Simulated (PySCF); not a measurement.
SMILES S[SiH2][SiH2]c1ccco1 (GFN2-xTB optimised geometry):

```
16

S     -3.864    -1.928    -0.573
Si    -2.187    -0.567    -0.415
Si    -0.234    -1.737     0.007
C      1.082    -0.407     0.000
C      2.449    -0.407     0.000
C      2.860     0.944     0.000
C      1.714     1.678     0.001
O      0.639     0.879     0.000
H     -3.381    -2.672    -1.556
H     -2.665     0.304     0.653
H     -2.207     0.194    -1.666
H      0.125    -2.737    -1.012
H     -0.194    -2.441     1.297
H      3.078    -1.274    -0.001
H      3.864     1.318    -0.001
H      1.541     2.737     0.001
```

Method: PySCF 2.14.0 with PBE/def2-TZVP.

**Question.** What are the frontier orbital energies and the dipole moment?

**Answer.** HOMO-2 -7.12 eV, HOMO-1 -5.91 eV, HOMO -5.79 eV, LUMO -1.42 eV, LUMO+1 -1.23 eV; dipole moment 2.39 D.

Meta-Löwdin charges at PBE/def2-TZVP: S1 -0.31, Si2 0.32, Si3 0.33, C4 -0.08, C5 -0.17, C6 -0.19, C7 0.02, O8 -0.20, H9 0.11, H10 -0.05, H11 -0.07, H12 -0.07, H13 -0.06, H14 0.14, H15 0.14, H16 0.14.
